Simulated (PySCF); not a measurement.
NaBi at ROHF-CCSD(T)

Level: ROHF-CCSD(T). Na def2-SVP, Bi def2-SVP with ECP60; scalar-relativistic core potentials (PySCF 2.14).

| Property | Result |
| --- | --- |
| state | ³Σ⁻ (triplet), unpaired electrons π ↑↑ |
| bond length | 3.063 Å |
| harmonic wavenumber | 174 cm⁻¹ |
| force constant | 0.371 mdyn/Å |
| rotational constant Be | 0.08673 cm⁻¹ |
| anharmonicity ωexe | 0.712 cm⁻¹ |
| vibration–rotation constant αe | 0.000508 cm⁻¹ |
| well depth De to Na + Bi | 0.79 eV |
| dissociation energy D0 | 0.78 eV |

Correlated steps freeze 5 core orbitals. Correlated levels converge slowly with the basis: in double zeta they bind strong bonds too weakly, by up to about 1 eV, and carry superposition errors of some tenths. These are scalar-relativistic numbers at best; spin–orbit coupling would shift them, the dissociation energy most. The state is the lowest determinant that a PBE0 search found; another state may lie lower at other levels.
